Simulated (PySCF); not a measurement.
Magnetic shielding above rings: a mixed set.

NICS is the negative of the GIAO shielding at a point without a nucleus: at the ring centre (0) and 1 Å above and below it (1); zz is the component along the ring normal. Level: GIAO PBE0/pcSseg-1 (PySCF, non-relativistic, gas phase) on the GFN2-xTB geometries, one conformer each. Atom numbers follow the mapped SMILES.

Question: Order these rings by mean NICS(1)zz, lowest (most negative) first (ppm).
A. ring C2–N3–N4–S5–C6 in `[CH3:1][c:2]1[n:3][n:4][s:5][c:6]1[C:7]([F:8])([F:9])[F:10]`
B. ring N4–N5–C6–C7–C8 in `[CH2:1]=[CH:2][CH2:3][n:4]1[n:5][cH:6][cH:7][c:8]1[CH:9]1[CH2:10][CH2:11]1`
C. ring C3–C4–C5–N6–N7–C8 in `[CH2:1]=[CH:2][c:3]1[cH:4][cH:5][n:6][n:7][c:8]1[CH:9]([CH3:10])[CH3:11]`
D. ring C7–C8–C9–S10–C11 in `[CH3:1][O:2][c:3]1[c:4]([Cl:5])[o:6][c:7]2[cH:8][cH:9][s:10][c:11]12`
E. ring C3–C4–P7 in `[CH2:1]=[CH:2][C@@H:3]1[C@@H:4]([CH2:5][CH3:6])[P@H+:7]1[CH2:8][CH3:9]` (charge +1)
F. ring P3–C4–C7 in `[CH2:1]=[CH:2][P@H+:3]1[C@H:4]([CH2:5][CH3:6])[C@@H:7]1[CH2:8][CH3:9]` (charge +1)
G. ring C7–C8–C9 in `[CH2:1]=[C:2]([CH3:3])[P+:4]([CH3:5])([CH3:6])[CH:7]1[CH2:8][CH2:9]1` (charge +1)

Answer: A (-30.7), B (-28.7), C (-26.2), G (-24.6), D (-22.7), E (-17.7), F (-15.9).

```tsv
SMILES	ring	NICS(0)	NICS(1)	NICS(1)zz	HOMA	rms pucker (Å)	ring atoms with four or more neighbours
Cc1nnsc1C(F)(F)F	5-membered ring with 2 N and S; formal bonds all aromatic	-11.8	-13.2	-30.7	–	0.00	0
C=CCn1nccc1C1CC1	5-membered ring with 2 N; formal bonds all aromatic	-12.4	-11.0	-28.7	0.97	0.00	0
C=Cc1ccnnc1C(C)C	6-membered ring with 2 N; formal bonds all aromatic	-5.4	-11.1	-26.2	0.96	0.01	0
C=C(C)[P+](C)(C)C1CC1	3-membered carbocycle; formal bonds all single	-45.2	-9.3	-24.6	–	0.00	3
COc1c(Cl)oc2ccsc12	5-membered ring with S; formal bonds all aromatic	-13.0	-10.2	-22.7	0.82	0.00	0
C=C[C@@H]1[C@@H](CC)[P@H+]1CC	3-membered ring with P; formal bonds all single	-32.4	-7.8	-17.7	–	0.00	3
C=C[P@H+]1[C@H](CC)[C@@H]1CC	3-membered ring with P; formal bonds all single	-31.6	-7.7	-15.9	–	0.00	3
```

NICS(0) gives another order. The isotropic NICS(1) gives another order. HOMA uses Krygowski's 1993 parameters; it is left out where a ring has a four-coordinate atom, a triple bond, no multiple bond or a kind of bond without parameters. NICS(1) and NICS(1)zz are means over the two faces.
